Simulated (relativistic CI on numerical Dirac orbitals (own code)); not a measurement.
Ir2+: 5p photoemission

Computed with this model: Dirac-Coulomb-Breit CI, separate exchange-only KLI orbitals for each configuration, a model potential for QED, valence Slater integrals scaled by 0.8, multiplet model of photoemission in the sudden approximation; configurations [Xe] 4f14 5d7 → [Kr] 4d10 4f14 5s2 5p5 5d7; 300 K; Lorentzian 1.05 eV and Gaussian 0.6 eV FWHM. Energies are those of the free ion, without screening or charge transfer. The energies are binding energies and can lie tens of eV above those of solids. S is read from ⟨S²⟩ = S(S + 1).

Field parameters in Wybourne normalisation: D4h B²₀ = −7Ds, B⁴₀ = 21(Dq − Dt), B⁴₄ = 21√(5/14) Dq. The field is a parameter set, without covalency.

Computed curve for free ion, scaled to 100 at the maximum (points under 2 are left out and the grid is thinned):

(Energy (eV), Intensity): (68.8, 2.0), (69.4, 2.5), (69.8, 2.9), (70.4, 3.7), (70.8, 4.6), (71.4, 6.5), (72.0, 10.2), (72.4, 15.0), (73.0, 32.9), (73.4, 61.7), (74.0, 100.0), (74.6, 67.1), (75.0, 61.9), (75.6, 83.1), (76.2, 77.4), (76.6, 50.6), (77.2, 28.0), (77.6, 26.6), (78.2, 27.6), (78.8, 24.1), (79.2, 25.8), (79.8, 28.9), (80.2, 27.6), (80.8, 31.8), (81.4, 34.7), (81.8, 33.8), (82.4, 28.5), (82.8, 24.9), (83.4, 27.1), (84.0, 29.3), (84.4, 22.0), (85.0, 14.8), (85.6, 10.8), (86.0, 9.0), (86.6, 5.5), (87.0, 4.1), (87.6, 3.3), (88.2, 3.0), (88.6, 3.0), (89.2, 3.2), (89.6, 3.5), (90.2, 4.4), (90.8, 6.4), (91.2, 8.9), (91.8, 18.2), (92.2, 30.6), (92.8, 49.4), (93.4, 61.3), (93.8, 54.7), (94.4, 35.6), (95.0, 45.2), (95.4, 57.5), (96.0, 36.8), (96.4, 20.9), (97.0, 11.6), (97.6, 7.2), (98.0, 5.4), (98.6, 3.6), (99.0, 2.9), (99.6, 2.1)

The ground state has S = 1.39, and the centroid lies at 82.63 eV.
